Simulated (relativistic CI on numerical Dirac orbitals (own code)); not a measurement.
# Crystal-field levels of Ir3+, 5d6

Calculated by Dirac-Coulomb-Breit CI, separate exchange-only KLI orbitals for each configuration, model QED (radiative potential, 1s self-energy scaled to tabulated hydrogen-like ionisation energies), valence Slater integrals scaled by 0.65, one configuration in a parametric crystal field (own radial code).

Field parameters in Wybourne normalisation: Oh B⁴₀ = 21Dq, B⁴₄ = √(5/14) B⁴₀. The field is a parameter set, without covalency.

S is read from ⟨S²⟩ = S(S + 1).

Site symmetry Oh; labels are those of the double group. Computed levels in cm⁻¹ above the lowest, in rising order:

```tsv
Δ (size of 10Dq)	Lowest	No. 2	No. 3	No. 4	No. 5	No. 6	No. 7	No. 8
7000	A1	767 E	1185 T1	1292 T2	4164 T2	6159 T1	8119 A1	8406 E
12600	A1	4650 E	5413 T1	6118 T2	8364 T2	10921 A1	10945 T1	13277 E
18250	A1	9941 E	11005 T1	11320 T2	16431 A1	16472 T2	16860 T1	18824 E
23850	A1	15354 E	16527 T2	16620 T1	21880 A1	22288 T1	24010 E	24512 T2
29450	A1	20805 E	21847 T2	22194 T1	27181 A1	27652 T1	29243 E	30360 T2
35050	A1	26289 E	27246 T2	27752 T1	32482 A1	33046 T1	34573 E	35769 T2
40650	A1	31800 E	32698 T2	33309 T1	37824 A1	38479 T1	39973 E	41170 T2
```

Ground-state S against |10Dq| in cm⁻¹: 7000: 1.37, 12600: 0.77, 18250: 0.45, 23850: 0.30, 29450: 0.21, 35050: 0.15, 40650: 0.12.

The spin changes between |10Dq| = 7000 and 12600 cm⁻¹.
